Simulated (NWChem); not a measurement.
C₃HF₃; SMILES FC(F)(C#C)F

Program: NWChem. Pople sets run with spherical d functions. Medium grid unless said otherwise, to which SCAN and Minnesota functionals are sensitive. All runs use the structure optimised with PBE0/def2-SVP. Total energies of different functionals are on different scales.

| level | energy (Ha) | highest occupied level (eV) | orbital gap (eV) | dipole (D) |
|---|---|---|---|---|
| B3LYP/6-31G* | -414.3525 | -8.51 | 8.63 | 2.08 |
| PBE/6-31G* | -413.9319 | -7.40 | 6.70 | 1.85 |
| LDA (Slater exchange, PW92)/6-31G* | -411.4004 | -7.59 | 6.62 | 1.95 |
| r2SCAN/6-31G* | -414.1679 | -7.80 | 7.24 | 2.03 |
| r2SCAN0/6-31G* | -414.1165 | -9.10 | 9.48 | 2.21 |
| CAM-B3LYP/6-31G* | -414.2255 | [?] | [?] | [?] |
| LRC-wPBEh/6-31G* | -413.9791 | -10.78 | 12.85 | 2.09 |

What belongs in the gaps?


- CAM-B3LYP/6-31G*, highest occupied level (eV): -10.20
- CAM-B3LYP/6-31G*, orbital gap (eV): 11.80
- CAM-B3LYP/6-31G*, dipole (D): 2.14
